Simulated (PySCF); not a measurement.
sulfur difluoride (F$_{2}$S), singlet, at a GFN2-xTB geometry, with bond 1-2 at 2.2 times its length; PBE/def2-SVP in PySCF.

PySCF was given this input:
```python
from pyscf import gto, scf, dft

mol = gto.Mole()
mol.atom = '''
    F    -2.684631   -1.820538    0.001287
    S    -0.004266    0.570466   -0.006564
    F     1.230198   -0.497808    0.014666
'''
mol.basis = 'def2-svp'
mol.charge = 0
mol.spin = 0
mol.verbose = 4
mol.build()

mf = dft.RKS(mol)
mf.xc = 'pbe'
mf.kernel()
mo_i, mo_e, stable_i, stable_e = mf.stability(internal=True, external=True, return_status=True, nroots=6, tol=1e-6)
print('internally stable:', stable_i, ' externally stable:', stable_e)
if not stable_e:
    umf = mf.to_uhf() if not hasattr(mf, 'xc') else mf.to_uks()
    umf.scf_summary = {}
    umf.kernel(umf.make_rdm1(mo_e, umf.mo_occ))
```

Q: Write the output that PySCF gives for this input, abridged.

A: 
```
PySCF version 2.14.0

[INPUT] verbose = 4
[INPUT] num. atoms = 3
[INPUT] num. electrons = 34
[INPUT] charge = 0
[INPUT] spin (= nelec alpha-beta = 2S) = 0
[INPUT] symmetry False subgroup None
[INPUT] Mole.unit = angstrom
[INPUT] Symbol           X                Y                Z      unit          X                Y                Z       unit  Magmom
[...]
nuclear repulsion = 78.2613832303656
number of shells = 20
number of NR pGTOs = 84
number of NR cGTOs = 46
basis = def2-svp
ecp = {}

******** <class 'pyscf.dft.rks.RKS'> ********
method = RKS
initial guess = minao
damping factor = 0
level_shift factor = 0
DIIS = <class 'pyscf.scf.diis.CDIIS'>
diis_start_cycle = 1
diis_space = 8
diis_damp = 0
SCF conv_tol = 1e-09
SCF conv_tol_grad = None
SCF max_cycles = 50
direct_scf = True
direct_scf_tol = 1e-13
XC library pyscf.dft.libxc version 7.1.2
    S. Lehtola, C. Steigemann, M. J. T. Oliveira, and M. A. L. Marques,  SoftwareX 7, 1–5 (2018)
XC functionals = pbe
    J. P. Perdew, K. Burke, and M. Ernzerhof,  Phys. Rev. Lett. 77, 3865 (1996)
    J. P. Perdew, K. Burke, and M. Ernzerhof,  Phys. Rev. Lett. 78, 1396 (1997)
    J. P. Perdew, K. Burke, and M. Ernzerhof,  Phys. Rev. Lett. 77, 3865 (1996)
    J. P. Perdew, K. Burke, and M. Ernzerhof,  Phys. Rev. Lett. 78, 1396 (1997)
radial grids:
    Treutler-Ahlrichs [JCP 102, 346 (1995); DOI:10.1063/1.469408] (M4) radial grids

becke partition: Becke, JCP 88, 2547 (1988); DOI:10.1063/1.454033
pruning grids: <function nwchem_prune>
grids dens level: 3
symmetrized grids: False
atomic radii adjust function: <function treutler_atomic_radii_adjust>
small_rho_cutoff = 0
Set gradient conv threshold to 3.16228e-05
Initial guess from minao.
tot grids = 47408
init E= -597.08268287148

cycle= 1 E= -596.580803826338  delta_E= 0.502  |g|= 1.11  |ddm|= 1.81
cycle= 2 E= -582.635973905556  delta_E= 13.9  |g|=  3.4  |ddm|= 17.9
cycle= 3 E= -596.156302506664  delta_E= -13.5  |g|= 1.84  |ddm|= 17.9
cycle= 4 E= -596.674772885883  delta_E= -0.518  |g|= 0.772  |ddm|= 1.01

cycle= 5 E= -596.22368241028  delta_E= 0.451  |g|= 1.12  |ddm|= 2.16
cycle= 6 E= -596.831444670545  delta_E= -0.608  |g|= 0.629  |ddm|= 2.04
cycle= 7 E= -596.242617615138  delta_E= 0.589  |g|= 1.01  |ddm|= 2.12
cycle= 8 E= -596.867334872106  delta_E= -0.625  |g|= 0.594  |ddm|= 2.12
cycle= 9 E= -596.821798431084  delta_E= 0.0455  |g|= 0.653  |ddm|= 0.145
cycle= 10 E= -596.771124628707  delta_E= 0.0507  |g|= 0.705  |ddm|= 0.19
[...]
SCF not converged.
<class 'pyscf.dft.rks.RKS'> wavefunction has an internal instability
<class 'pyscf.dft.rks.RKS'> wavefunction has an real -> complex instability
<class 'pyscf.dft.rks.RKS'> wavefunction has an RHF/RKS -> UHF/UKS instability
internally stable: False  externally stable: False
[...]
cycle= 19 E= -582.359857295618  delta_E= 8.77  |g|= 2.53  |ddm|= 11.6
cycle= 20 E= -581.967031411962  delta_E= 0.393  |g|= 3.76  |ddm|= 13.9
cycle= 21 E= -594.428935004304  delta_E= -12.5  |g|= 2.27  |ddm|= 6.91
cycle= 22 E= -596.215277691398  delta_E= -1.79  |g|=  1.3  |ddm|= 2.36
cycle= 23 E= -596.052667950088  delta_E= 0.163  |g|= 1.43  |ddm|= 1.73
cycle= 24 E= -596.027483192262  delta_E= 0.0252  |g|= 1.45  |ddm|= 0.0519
cycle= 25 E= -595.928206622412  delta_E= 0.0993  |g|= 1.52  |ddm|= 0.105
cycle= 26 E= -595.970952725315  delta_E= -0.0427  |g|= 1.51  |ddm|= 0.817
cycle= 27 E= -595.419532466256  delta_E= 0.551  |g|= 1.89  |ddm|= 0.36
cycle= 28 E= -583.310833567675  delta_E= 12.1  |g|= 2.61  |ddm|= 11.9
cycle= 29 E= -596.261971709043  delta_E=  -13  |g|= 0.77  |ddm|= 11.6
cycle= 30 E= -596.624229911322  delta_E= -0.362  |g|= 0.753  |ddm|= 1.59
cycle= 31 E= -596.344747969479  delta_E= 0.279  |g|= 0.71  |ddm|= 1.53
cycle= 32 E= -596.728232919357  delta_E= -0.383  |g|= 0.564  |ddm|= 1.51
cycle= 33 E= -596.346484668711  delta_E= 0.382  |g|= 0.71  |ddm|= 1.51
cycle= 34 E= -596.357267792686  delta_E= -0.0108  |g|= 0.702  |ddm|= 0.0462
cycle= 35 E= -596.365521683355  delta_E= -0.00825  |g|= 0.702  |ddm|= 0.0376
cycle= 36 E= -596.750792942616  delta_E= -0.385  |g|= 0.538  |ddm|= 1.49
cycle= 37 E= -596.987278508799  delta_E= -0.236  |g|= 0.259  |ddm|= 0.614
cycle= 38 E= -596.743027203331  delta_E= 0.244  |g|= 0.538  |ddm|= 0.819
cycle= 39 E= -596.768399597802  delta_E= -0.0254  |g|= 0.52  |ddm|= 0.272
cycle= 40 E= -596.754234013091  delta_E= 0.0142  |g|= 0.539  |ddm|= 0.156
cycle= 41 E= -596.747663198587  delta_E= 0.00657  |g|= 0.543  |ddm|= 0.201
cycle= 42 E= -596.747526352756  delta_E= 0.000137  |g|= 0.542  |ddm|= 0.232
cycle= 43 E= -596.736054006726  delta_E= 0.0115  |g|= 0.562  |ddm|= 0.173
cycle= 44 E= -596.312415759335  delta_E= 0.424  |g|= 0.777  |ddm|= 1.51
cycle= 45 E= -596.751988387726  delta_E= -0.44  |g|= 0.537  |ddm|= 1.51
cycle= 46 E= -596.828317947536  delta_E= -0.0763  |g|= 0.48  |ddm|= 0.591
cycle= 47 E= -596.783184999121  delta_E= 0.0451  |g|= 0.514  |ddm|= 0.378
cycle= 48 E= -596.781226138012  delta_E= 0.00196  |g|= 0.516  |ddm|= 0.0464
cycle= 49 E= -596.768319631727  delta_E= 0.0129  |g|= 0.525  |ddm|= 0.234
cycle= 50 E= -596.785304986842  delta_E= -0.017  |g|= 0.509  |ddm|= 0.208
SCF not converged.
SCF energy = -596.785304986842 after 50 cycles  <S^2> = 0.90261654  2S+1 = 2.1471996
```

The run did not converge; its last values are not results.
